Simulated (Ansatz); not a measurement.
Geometry optimisation, Ansatz 0.2.0, RKS PBE/def2-SVP.

Input:

```yaml
crystal:
  periodic: [false, false, false]
  atoms:
    - { symbol: W, position_ang: [0.0, 0.0, 0.0] }
    - { symbol: F, position_ang: [0.9293, 0.0, 1.8273] }
    - { symbol: H, position_ang: [1.7303, 0.0, 0.8322] }
    - { symbol: O, position_ang: [0.0, 1.94, 0.0] }
    - { symbol: H, position_ang: [-0.6343, 2.2771, -0.71] }
    - { symbol: H, position_ang: [-1.72, 0.0, 0.0] }
    - { symbol: H, position_ang: [0.0, -1.72, 0.0] }
    - { symbol: O, position_ang: [0.0, 0.0, -1.94] }
    - { symbol: H, position_ang: [0.5278, 0.7924, -2.2771] }
basis:
  gaussian: { orbitals: def2-SVP }
hamiltonian:
  xc: pbe
relax:
  f_tol: 0.15
  max_steps: 25
  restrain:
    - { distance: [1, 2], at: 0.92, k: 30.0 }
    - { distance: [0, 1], at: 3.05, k: 30.0 }
    - { distance: [0, 2], at: 2.92, k: 30.0 }
```

Run as:

```bash
$ ansatz run input.yaml --threads 2 --pin off --max-ram 3072MiB --backend cpu --events-out ev --progress --plain --runs-dir out
```

Problem. Where does it end, and by what steps?

Solution. The forces met the threshold. The restraints hold the end off the free minimum; the threshold counts their pulls, which the force column leaves out. Restrained pairs: F2–H3 (1.28 → 0.93 Å), W1–F2 (2.05 → 3.06 Å), W1–H3 (1.92 → 2.91 Å). After 23 steps the energy has fallen by 3.163 eV (the restraints' own energy left out); H7 moved furthest, 1.82 Å.

| step | energy less start (eV) | largest force component (eV/Å) | accepted |
| --- | --- | --- | --- |
| 0 | 0.0000 | 2.493 | yes |
| 1 | -0.0207 | 2.829 | yes |
| 2 | 0.0109 | 6.277 | yes |
| 3 | -0.9621 | 6.563 | yes |
| 4 | -2.0784 | 2.464 | yes |
| 5 | -2.5321 | 1.314 | yes |
| 6 | -2.7164 | 1.067 | yes |
| 7 | -2.8275 | 1.040 | yes |
| 8 | -2.8776 | 0.730 | yes |
| 9 | -2.9408 | 0.901 | yes |
| 10 | -3.0300 | 0.267 | yes |
| 11 | -3.0704 | 0.364 | yes |
| 12 | -3.0858 | 0.961 | yes |
| 13 | -3.1063 | 0.395 | yes |
| 14 | -3.1173 | 0.229 | yes |
| 15 | -3.1005 | 1.413 | no |
| 16 | -3.1292 | 0.338 | yes |
| 17 | -3.1379 | 0.379 | yes |
| 18 | -3.1471 | 0.425 | yes |
| 19 | -3.1499 | 0.501 | yes |
| 20 | -3.1572 | 0.367 | yes |
| 21 | -3.1593 | 0.417 | yes |
| 22 | -3.1610 | 0.440 | yes |
| 23 | -3.1626 | 0.423 | yes |

```xyz
9
Properties=species:S:1:pos:R:3
W -0.045 0.431 -0.739
F 0.584 0.064 2.230
H 0.817 -0.726 1.789
O -0.127 2.012 0.238
H -0.252 2.963 0.087
H -1.006 -0.670 0.118
H 1.289 -0.445 -0.153
O -0.165 -0.269 -2.446
H -0.264 -0.070 -3.391
```

Time of the run: 42 s on 2 threads of AMD EPYC 7R43 64-Core Processor (Zen 3) (shared host), peak memory 0.2 GiB.
